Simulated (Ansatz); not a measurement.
Reaction (redistribution): `[CH3][Mo]([CH3])(=[O])=[S]` + `OBS[SiH3]` → `[CH3][Mo](=[O])([OH])=[S]` + `CBS[SiH3]`

Gas-phase electronic energies from Ansatz, PBE0-D4/def2-TZVP geometries. CBS: MP2 limit from def2 TZ/QZ plus the TZ coupled-cluster correction, frozen cores. Functionals use def2-TZVPP. B3LYP here is the variant with VWN-RPA as its local correlation; programs differ in this. Elements past krypton have def2 core potentials. For Mo outer-core shells are correlated without core-valence functions, which leaves a few kJ/mol of doubt a bond. One conformer a species, not always the lowest.

| level | ΔE (kJ/mol) | difference from CCSD(T)/CBS |
| --- | --- | --- |
| PBE-D4 | -5.8 | -2.2 |
| BLYP-D4 | -6.8 | -3.2 |
| r2SCAN-D4 | -8.1 | -4.5 |
| B3LYP-D4 | -5.5 | -1.9 |
| r2SCAN0-D4 | -4.9 | -1.3 |
| BHLYP-D4 | -4.2 | -0.6 |
| CAM-B3LYP-D4 | -8.6 | -5.0 |
| ωB97X-V | -11.9 | -8.3 |
| B2PLYP | -6.3 | -2.7 |
| PBE-QIDH | -3.8 | -0.2 |
| revPBE | -9.3 | -5.7 |
| LC-ωPBE | -14.7 | -11.1 |
| RPA@PBE/def2-TZVPP | -4.0 | -0.4 |
| HF/def2-SVP | -6.6 | -3.0 |
| CCSD/def2-SVP | 0.2 | 3.8 |
| HF/def2-QZVPP | -8.3 | -4.7 |
| CCSD(T)/CBS | -3.6 | 0 |

Largest T1 diagnostic among the species: 0.026, so the coupled-cluster value is less sure than usual.

In def2-TZVPP, CCSD(T) changes the Hartree–Fock value by +6.4 kJ/mol (the triples alone add −0.3 kJ/mol) and MP2 by +7.2 kJ/mol. Leaving LDA and LC-ωPBE aside and taking each functional with its dispersion term where it has one, the values spread over 8.1 kJ/mol, from ωB97X-V to PBE-QIDH. LDA lies +5.8 kJ/mol from PBE without D4.

CCSD(T)/CBS has its own doubt, a few kJ/mol and more with outer-core shells, so smaller differences from it don't rank the levels.
